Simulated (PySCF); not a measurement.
PySCF job for SeClBr, SMILES [Se](Br)Cl, B3LYP-D3(BJ)/def2-TZVP. Coordinates come from a B3LYP-D3(BJ)/def2-TZVP optimisation.

```python
import numpy as np
from pyscf import gto, scf, dft, df
from pyscf.hessian import thermo

mol = gto.M(
    atom='''
    Se    0.76513553   -0.57245551    0.00000000
    Cl   -0.91903501   -1.95438778    0.00000000
    Br   -0.29688608    1.50537371    0.00000000
    ''',
    basis='def2-TZVP',
    charge=0,
    spin=0,
    max_memory=1600,
    verbose=3,
)
mf = dft.RKS(mol, xc='b3lyp').density_fit(auxbasis='def2-universal-jkfit')
mf.disp = 'd3bj'
mf.grids.level = 3
mf.conv_tol = 1e-11
mf.max_cycle = 100
mf.kernel()

# [left out here: the lines that compute and print the analytic Hessian (its translational invariance restored by hand, since the grid's response is missing), thermochemistry and intensities]
```

Log of the run:

```
converged SCF energy = -5436.02115001408

WARN: DFTD3 does not support analytical Hessian, using finite difference


WARN: Mole.unit (angstrom) is changed to Bohr

Mode                                 0                   1                   2
Irrep
Freq [cm^-1]                      128.7380            291.3029            398.0894
Reduced mass [au]                  47.5066             79.1664             42.7912
Force const [Dyne/A]                0.4639              3.9580              3.9955
Char temp [K]                     185.2253            419.1200            572.7620
Normal mode                   x     y     z       x     y     z       x     y     z
       0  Se                 0.05 -0.00  0.00    0.04 -0.07 -0.00   -0.05 -0.03 -0.00
       1  Cl                -0.04  0.12  0.00   -0.00  0.01 -0.00    0.11  0.09 -0.00
       2  Br                -0.03 -0.05  0.00   -0.04  0.07  0.00    0.00 -0.01  0.00
temperature 298.1500 [K]
pressure 101325.00 [Pa]
Rotational constants [GHz] 6.09229 1.47615 1.18824
Symmetry number 1
Zero-point energy (ZPE) 0.00186 [Eh]   4893.506 [J/mol]
                           tot       elec      trans        rot        vib
Entropy [J/mol/K]       313.377      0.000    174.466    116.314     22.597
Cv [J/mol/K]             46.234      0.000     12.472     12.472     21.291
Cp [J/mol/K]             54.549      0.000     20.786     12.472     21.291
Internal energy [J/mol]                      3718.434   3718.434   8630.720
Internal energy [Eh]   -5436.01503  -5436.02115
Enthalpy [J/mol]                             6197.391   3718.434   8630.720
Enthalpy [Eh]          -5436.01409
Gibbs free energy [J/mol]                  -45819.585 -30960.572   1893.331
Gibbs free energy [Eh] -5436.04967
mode   freq/cm-1   IR/(km/mol)
   1      128.74         0.272
   2      291.30        17.175
   3      398.09        30.959
max |gradient| / (hartree/bohr): 8.504000487936179e-05
APT charges: [ 0.5976 -0.3394 -0.2583]
```

The calculation finished and met its thresholds.

Cost: about 90 core-seconds (a rough figure).
